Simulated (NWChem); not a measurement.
Molecule: C2H6BFO; SMILES COB(F)C

```xyz
11

B     -0.0841     0.5249     0.0002
F     -0.8920     1.5937     0.0016
C      1.4823     0.7300    -0.0003
H      1.9607     0.2378     0.8563
H      1.7410     1.7922     0.0362
H      1.9466     0.3055    -0.9005
O     -0.7305    -0.6657    -0.0044
C     -0.0800    -1.9254     0.0026
H     -0.2364    -2.4096     0.9731
H     -0.5286    -2.5517    -0.7750
H      0.9963    -1.8441    -0.1841
```
Atoms are numbered in this order, from 1.

Program: NWChem. Geometry: optimised at B3LYP/6-31G* (spherical d). B3LYP is NWChem's, with the RPA form of VWN correlation.

Problem. Estimate the computed values for B3LYP/def2-TZVP. Quantities: highest occupied level (eV); orbital gap (eV); dipole (D).

Solution. 
```
Quantity                     Value
---------------------------  -----
highest occupied level (eV)  -8.78
orbital gap (eV)              9.25
dipole (D)                    2.82
```
